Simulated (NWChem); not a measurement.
Molecule: SiSbH$_{5}$; SMILES [SiH3][SbH2]

def2 effective core potentials on Sb; no spin-orbit coupling.

**Question.** Give the equilibrium geometry at PBE0/def2-SVP with def2 effective core potentials on Sb (NWChem) as an XYZ file, with the point group.

**Answer.** point group Cs; any orientation.
```
7

Sb     0.0180     0.6627     0.0211
H     -1.2247     0.6700     1.2050
H     -1.1383     0.6858    -1.2472
Si     0.0335    -1.9222     0.0053
H      0.8106    -2.3914    -1.1827
H     -1.3393    -2.5086    -0.0495
H      0.7203    -2.4066     1.2417
```
